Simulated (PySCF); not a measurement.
One of the candidates below gave these computed data.

All candidates are C9H10.

* Triplet: lowest triplet excitation (Tamm–Dancoff): 3.76 eV [TDA B3LYP/def2-SVPD]
* Polarisability: 116.6 au [B3LYP/def2-SVPD]
* Valence photoelectron: vertical ionisation energy: 8.81 eV [ΔSCF B3LYP/def2-SVPD]
* UV, strongest line: among the 10 lowest singlet transitions: S6 at 6.13 eV (202 nm, f = 0.032) [TDDFT B3LYP/def2-SVPD]
* Rotational structure: rotational constants A, B, C: 3.001, 0.743, 0.658 GHz [PBE0-D3(BJ)/def2-SVP]
* Dipole: 0.94 D [B3LYP/def2-SVPD]
* 1H NMR: chemical shifts (computed TMS as zero) by class: 5.14 (1 H), 5.03 (1 H), 2.84 (2 H), 2.34 (1 H), 2.14 (2 H), 1.06 (3 H) ppm [GIAO HF/pcSseg-1]
* UV, first state: lowest singlet excitation: 4.61 eV (269 nm, f = 0.000) [TDDFT B3LYP/def2-SVPD]
* 13C NMR: chemical shifts (computed TMS as zero) by class: 153.8 (1 C), 119.4 (1 C), 77.2 (1 C), 75.7 (1 C), 74.8 (1 C), 70.5 (1 C), 27.2 (1 C), 21.8 (1 C), 14.0 (1 C) ppm [GIAO HF/pcSseg-1]

The electronic properties come from PySCF, for the isolated species, density fitting. Levels stand in brackets. One conformer (not necessarily the lowest) at the PBE0-D3(BJ)/def2-SVP geometry, without solvent, vibrations or thermal averaging. NMR classes are plain means over equivalent atoms (diastereotopic ones count apart unless rotation or inversion swaps them), as if these changed places fast.

**Question.** Which candidate is it?
A. `C#CC#CCC(=C)CC`
B. `C#C/C=C\C(C=C)=C/C`
C. `CC#C[C@@]12[C@H]3C[C@@H]1[C@@H]2C3`

**Answer.** A. It is `C#CC#CCC(=C)CC`. Numbering: `[CH:1]#[C:2][C:3]#[C:4][CH2:5][C:6](=[CH2:7])[CH2:8][CH3:9]`. Its formula, C9H10, gives 5 degrees of unsaturation: 0 rings and 5 π bonds in the structure found. 9 carbons fall into 9 classes; from least to most shielded: fully substituted alkene carbon [C6] (153.8 ppm), terminal =CH2 carbon [C7] (119.4 ppm), alkyne carbon [C4] (77.2 ppm), alkyne carbon [C3] (75.7 ppm), terminal alkyne carbon [C1] (74.8 ppm), alkyne carbon [C2] (70.5 ppm), allylic carbon [C8] (27.2 ppm), allylic carbon [C5] (21.8 ppm), methyl carbon [C9] (14.0 ppm). Hydrogen classes from least to most shielded: 1 H on a terminal =CH2 carbon, C7 (5.14 ppm), 1 H on a terminal =CH2 carbon, C7 (5.03 ppm), 2 H on an allylic carbon, C5 (2.84 ppm), 1 H on a terminal alkyne carbon, C1 (2.34 ppm), 2 H on an allylic carbon, C8 (2.14 ppm), 3 H on a methyl carbon, C9 (1.06 ppm, a mean of values up to 0.6 ppm apart in this geometry). S1 is mainly HOMO→LUMO (weight 0.75); the largest Löwdin shares of the orbital it empties are 0.23 on the terminal alkyne carbon, 0.22 on an alkyne carbon, 0.20 on an alkyne carbon and 0.17 on an alkyne carbon, of the orbital it fills 0.23 on the terminal alkyne carbon, 0.19 on an alkyne carbon, 0.18 on an alkyne carbon and 0.15 on an alkyne carbon. The optimised geometry has point group C1 and is an asymmetric top.

The others, at the same levels:
- `CC#C[C@@]12[C@H]3C[C@@H]1[C@@H]2C3` fails: its computed lowest singlet excitation is 5.39 eV (230 nm, f = 0.002) (against 4.61 eV), static isotropic polarisability is 103.9 au (against 116.6 au) and rotational constant A is 4.330 GHz (against 3.001 GHz).
- `C#C/C=C\C(C=C)=C/C` fails: its computed lowest singlet excitation is 4.19 eV (296 nm, f = 0.304) (against 4.61 eV), static isotropic polarisability is 122.3 au (against 116.6 au) and rotational constant A is 2.556 GHz (against 3.001 GHz).

Each candidate is one conformer, not necessarily the lowest. The conformers computed, where there is a choice (atom-mapped SMILES and torsion angles):
- `[CH:1]#[C:2][C:3]#[C:4][CH2:5][C:6](=[CH2:7])[CH2:8][CH3:9]`: C4–C5–C6–C7 130°, C5–C6–C8–C9 -57°
- `[CH:1]#[C:2]/[CH:3]=[CH:4]\[C:5]([CH:6]=[CH2:7])=[CH:8]/[CH3:9]`: C3–C4–C5–C6 11°, C4–C5–C6–C7 -140°
